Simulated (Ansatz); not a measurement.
Gas-phase electronic energies from Ansatz, PBE0-D4/def2-TZVP geometries. CBS: MP2 limit from def2 TZ/QZ plus the TZ coupled-cluster correction, frozen cores. DFT in def2-TZVPP. B3LYP here is the variant with VWN-RPA as its local correlation; programs differ in this. HSE06 is defined as in plane-wave codes.

Reaction (isomerisation): `CB1[SiH2]S1` → `BC1[SiH2]S1`

```json
{"level": "LDA (SPW92)", "ΔE (kJ/mol)": "122.8", "difference from CCSD(T)/CBS": "12.3"}
{"level": "PBE-D4", "ΔE (kJ/mol)": "120.3", "difference from CCSD(T)/CBS": "9.8"}
{"level": "BLYP-D4", "ΔE (kJ/mol)": "110.5", "difference from CCSD(T)/CBS": "0.0"}
{"level": "r2SCAN-D4", "ΔE (kJ/mol)": "118.5", "difference from CCSD(T)/CBS": "8.0"}
{"level": "B97M-V", "ΔE (kJ/mol)": "125.6", "difference from CCSD(T)/CBS": "15.1"}
{"level": "PBE0-D4", "ΔE (kJ/mol)": "118.5", "difference from CCSD(T)/CBS": "8.0"}
{"level": "B3LYP-D4", "ΔE (kJ/mol)": "110.9", "difference from CCSD(T)/CBS": "0.4"}
{"level": "r2SCANh-D4", "ΔE (kJ/mol)": "117.8", "difference from CCSD(T)/CBS": "7.3"}
{"level": "r2SCAN0-D4", "ΔE (kJ/mol)": "116.7", "difference from CCSD(T)/CBS": "6.2"}
{"level": "HSE06-D4", "ΔE (kJ/mol)": "118.5", "difference from CCSD(T)/CBS": "8.0"}
{"level": "BHLYP-D4", "ΔE (kJ/mol)": "108.1", "difference from CCSD(T)/CBS": "-2.4"}
{"level": "CAM-B3LYP-D4", "ΔE (kJ/mol)": "110.1", "difference from CCSD(T)/CBS": "-0.4"}
{"level": "ωB97X-V", "ΔE (kJ/mol)": "109.6", "difference from CCSD(T)/CBS": "-0.9"}
{"level": "ωB97M-V", "ΔE (kJ/mol)": "107.4", "difference from CCSD(T)/CBS": "-3.1"}
{"level": "B2PLYP", "ΔE (kJ/mol)": "112.1", "difference from CCSD(T)/CBS": "1.6"}
{"level": "PBE", "ΔE (kJ/mol)": "122.0", "difference from CCSD(T)/CBS": "11.5"}
{"level": "revPBE", "ΔE (kJ/mol)": "122.5", "difference from CCSD(T)/CBS": "12.0"}
{"level": "BLYP", "ΔE (kJ/mol)": "115.0", "difference from CCSD(T)/CBS": "4.5"}
{"level": "r2SCAN", "ΔE (kJ/mol)": "118.7", "difference from CCSD(T)/CBS": "8.2"}
{"level": "B3LYP", "ΔE (kJ/mol)": "113.9", "difference from CCSD(T)/CBS": "3.4"}
{"level": "r2SCANh", "ΔE (kJ/mol)": "118.1", "difference from CCSD(T)/CBS": "7.6"}
{"level": "r2SCAN0", "ΔE (kJ/mol)": "117.0", "difference from CCSD(T)/CBS": "6.5"}
{"level": "HSE06", "ΔE (kJ/mol)": "119.7", "difference from CCSD(T)/CBS": "9.2"}
{"level": "BHLYP", "ΔE (kJ/mol)": "110.2", "difference from CCSD(T)/CBS": "-0.3"}
{"level": "CAM-B3LYP", "ΔE (kJ/mol)": "111.4", "difference from CCSD(T)/CBS": "0.9"}
{"level": "LC-ωPBE", "ΔE (kJ/mol)": "115.5", "difference from CCSD(T)/CBS": "5.0"}
{"level": "RPA@PBE/def2-TZVPP", "ΔE (kJ/mol)": "109.2", "difference from CCSD(T)/CBS": "-1.3"}
{"level": "HF/def2-SVP", "ΔE (kJ/mol)": "120.9", "difference from CCSD(T)/CBS": "10.4"}
{"level": "MP2/def2-SVP", "ΔE (kJ/mol)": "133.7", "difference from CCSD(T)/CBS": "23.2"}
{"level": "CCSD/def2-SVP", "ΔE (kJ/mol)": "133.8", "difference from CCSD(T)/CBS": "23.3"}
{"level": "CCSD(T)/def2-SVP", "ΔE (kJ/mol)": "135.8", "difference from CCSD(T)/CBS": "25.3"}
{"level": "HF/def2-TZVPP", "ΔE (kJ/mol)": "103.2", "difference from CCSD(T)/CBS": "-7.3"}
{"level": "MP2/def2-TZVPP", "ΔE (kJ/mol)": "109.4", "difference from CCSD(T)/CBS": "-1.1"}
{"level": "SCS-MP2/def2-TZVPP", "ΔE (kJ/mol)": "105.9", "difference from CCSD(T)/CBS": "-4.6"}
{"level": "CCSD(T)/def2-TZVPP", "ΔE (kJ/mol)": "112.9", "difference from CCSD(T)/CBS": "2.4"}
{"level": "MP2/def2-QZVPP", "ΔE (kJ/mol)": "107.5", "difference from CCSD(T)/CBS": "-3.0"}
{"level": "SCS-MP2/def2-QZVPP", "ΔE (kJ/mol)": "104.4", "difference from CCSD(T)/CBS": "-6.1"}
{"level": "HF/CBS(def2)", "ΔE (kJ/mol)": "101.4", "difference from CCSD(T)/CBS": "-9.1"}
{"level": "MP2/CBS(def2)", "ΔE (kJ/mol)": "107.0", "difference from CCSD(T)/CBS": "-3.5"}
{"level": "CCSD/CBS(def2)", "ΔE (kJ/mol)": "109.1", "difference from CCSD(T)/CBS": "-1.4"}
{"level": "CCSD(T)/CBS", "ΔE (kJ/mol)": "110.5", "difference from CCSD(T)/CBS": "0"}
```

Largest T1 diagnostic among the species: 0.015.

In def2-TZVPP, CCSD(T) changes the Hartree–Fock value by +9.7 kJ/mol (the triples alone add +1.4 kJ/mol) and MP2 by +6.2 kJ/mol. At CCSD(T), def2-SVP lies +25.3 kJ/mol from the extrapolated value and def2-TZVPP +2.4 kJ/mol.
